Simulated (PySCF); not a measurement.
# Electron correlation in N (nitrogen, neutral)

[He] 2s2 2p3, high-spin 4S determinant. All numbers are calculated (PySCF 2.14, scalar relativity by spin-free X2C-1e, in cc-pVTZ-DK (4s3p2d1f, 30 functions)). Frozen: 1s2; 5 electrons correlated.

MP2 pair energies summed by pair of shells (mhartree):

```csv
pair,energy,share (%)
2s-2p,-61.97,64.6
2p-2p,-23.19,24.2
2s-2s,-10.82,11.3
```

Total MP2 correlation energy: -95.97 mhartree.

Same-spin part -29.36 and opposite-spin part -66.61 mhartree; SCS-MP2 scales them by 1/3 and 6/5 to -89.72 mhartree.

```csv
level,correlation energy (mhartree)
CCSD,-111.79
(T),-2.28
CCSD(T),-114.07
```

Diagnostics: T1 = 0.0053, D1 = 0.0128, largest double amplitude 0.040.

Cost of the coupled-cluster step: 0.27 s of wall time on 1 thread of Neoverse-V1 (shared host), for 5 correlated electrons.
